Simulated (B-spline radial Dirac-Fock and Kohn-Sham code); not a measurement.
X-ray form factors of antimony in several charge states

Level of theory: Dirac-Fock densities; a radial finite-basis atomic code.

Configurations: Sb [Kr] 4d10 5s2 5p3; Sb²⁺ [Kr] 4d10 5s2 5p1; Sb⁵⁺ [Kr] 4d10; Sb⁶⁺ [Kr] 4d9; Sb⁷⁺ [Kr] 4d8; Sb⁸⁺ [Kr] 4d7. The first column is f₀ of Sb, the others are differences from it.

| s (Å⁻¹) | Sb | Δ Sb²⁺ | Δ Sb⁵⁺ | Δ Sb⁶⁺ | Δ Sb⁷⁺ | Δ Sb⁸⁺ |
| --- | --- | --- | --- | --- | --- | --- |
| 0 | 51.000 | -2.000 | -5.000 | -6.000 | -7.000 | -8.000 |
| 0.1 | 47.230 | -0.775 | -2.671 | -3.541 | -4.424 | -5.317 |
| 0.2 | 40.945 | +0.114 | -0.183 | -0.748 | -1.347 | -1.977 |
| 0.3 | 35.469 | +0.092 | +0.352 | +0.101 | -0.192 | -0.525 |
| 0.4 | 30.750 | 0.000 | +0.175 | +0.133 | +0.061 | -0.042 |
| 0.5 | 26.785 | -0.022 | -0.010 | +0.041 | +0.078 | +0.100 |
| 0.7 | 21.251 | -0.005 | -0.065 | -0.021 | +0.030 | +0.085 |
| 0.9 | 17.957 | +0.003 | -0.005 | -0.005 | -0.001 | +0.006 |
| 1.1 | 15.538 | +0.002 | +0.016 | +0.001 | -0.015 | -0.032 |
| 1.4 | 12.321 | 0.000 | +0.005 | -0.006 | -0.019 | -0.035 |

Values without a named source are computed, but for edge energies of neutral atoms, which are taken from tables.
